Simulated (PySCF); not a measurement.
## The 44-electron isoelectronic series, spin-free X2C

All values are computed (PySCF 2.14, energy differences of UHF-based or UKS calculations, no spin-orbit coupling). Each ion has its own even-tempered basis scaled to its charge (23s16p12d5f4g for the first); frozen: [Ar] 3d10. Ionisation energies in eV, correlation energies of the ion in mhartree.

```
  ion  configuration     UHF     LDA     PBE    PBE0  r2SCAN  MP2 (outer shells)  E_corr MP2  NIST (with spin-orbit, Breit and QED)
 Cd⁴⁺  [Kr] 4d8 (3F)  68.195  70.399  70.056  69.965  70.030              69.655      -546.9                         67.9 ± 1.9 (t)
 Sn⁶⁺  [Kr] 4d8 (3F)  113.70  115.76  115.44  115.41  115.56              115.01      -541.7                          112.9 ± 2 (t)
  I⁹⁺  [Kr] 4d8 (3F)  196.63  198.57  198.31  198.33  198.52              197.78      -535.7                          197 ± 2.2 (t)
Pm¹⁷⁺  [Kr] 4d8 (3F)  498.85  500.74  500.48  500.58  500.92              499.70      -504.2                            497 ± 3 (t)
Eu¹⁹⁺  [Kr] 4d8 (3F)  592.40  594.28  594.06  594.17  594.48              593.19      -489.0                            590 ± 4 (t)
Dy²²⁺  [Kr] 4d8 (3F)  745.85  747.72  747.54  747.65  748.03              746.56      -465.5                            743 ± 4 (t)
Tm²⁵⁺  [Kr] 4d8 (3F)  915.01  916.88  916.74  916.85  917.23              915.68      -454.5                            911 ± 4 (t)
Lu²⁷⁺  [Kr] 4d8 (3F)  1036.6     n/a     n/a     n/a     n/a              1037.2         n/a                           1032 ± 4 (t)
Ta²⁹⁺  [Kr] 4d8 (3F)  1165.1  1167.0  1166.9  1167.0  1167.4              1165.7      -406.3                           1160 ± 4 (t)
```

Q: Interpolate the row of Te⁸⁺.

A: configuration [Kr] 4d8 (3F); UHF 167.11; NIST (with spin-orbit, Breit and QED) 167 ± 2.2 (t).

Each ion has its own basis, which adds noise of up to about 0.1 % along the series.

NIST values marked (s) are semi-empirical, (t) theoretical. Open shells are high-spin determinants of the terms that Hund's rules give; for the heavier ions, far from LS coupling, these are not the ground levels.

Spin-orbit coupling of the open shells is absent from the calculated values and included in NIST's; it grows fast with Z.
